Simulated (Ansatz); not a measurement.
C$_{5}$H$_{8}$O$_{3}$Sn, SMILES `CC1=CC(C)=[O+][Sn-]([OH])[O]1`, relaxed with RKS PBE-D4/def2-SVP in the Gaussian-basis code of Ansatz from a rough embedded geometry. The force threshold is 0.03 eV/Å; the program also tests the step.

Charge 0, multiplicity 1. Sn: def2 effective core potential.

Start:

```xyz
17

C     0.854   -2.478    0.933
C     0.416   -1.236    0.118
C    -0.274   -0.199    0.735
C    -0.764    0.997    0.134
C    -1.419    2.028    1.093
O    -0.654    1.417   -1.078
Sn    0.204    0.201   -2.413
O     1.325    0.883   -3.872
O     0.783   -1.244   -1.278
H     1.483   -2.116    1.741
H     1.353   -3.157    0.287
H    -0.100   -2.935    1.336
H    -0.518   -0.313    1.786
H    -2.332    1.588    1.493
H    -0.705    2.308    1.892
H    -1.750    2.952    0.510
H     2.099    1.304   -3.418
```

Task: How much energy does the relaxation release, and in how many steps? (Best estimate.)

Result: Computed: 336.93 kJ/mol, in 27 steps, 3 of them rejected.

Task: Which bonds change most? (An estimate is asked.)

Result: Ansatz gave: Sn7–O9 from 1.926 to 2.232 Å; O6–Sn7 from 1.999 to 2.232 Å; C2–O9 from 1.443 to 1.284 Å; Sn7–O8 from 1.963 to 2.029 Å.

Task: Give the relaxed structure. (Estimate.)

Result: Computed: 
```xyz
17

C     0.998   -2.346    0.750
C     0.313   -1.256   -0.042
C    -0.059   -0.056    0.610
C    -0.834    0.990    0.053
C    -1.284    2.129    0.940
O    -1.225    1.069   -1.167
Sn   -0.476   -0.120   -2.901
O     1.331    0.802   -2.876
O     0.104   -1.537   -1.278
H     1.171   -2.070    1.807
H     1.965   -2.596    0.267
H     0.380   -3.267    0.707
H     0.196    0.029    1.674
H    -2.393    2.174    0.936
H    -0.926    2.034    1.982
H    -0.930    3.088    0.509
H     1.669    0.934   -1.969
```
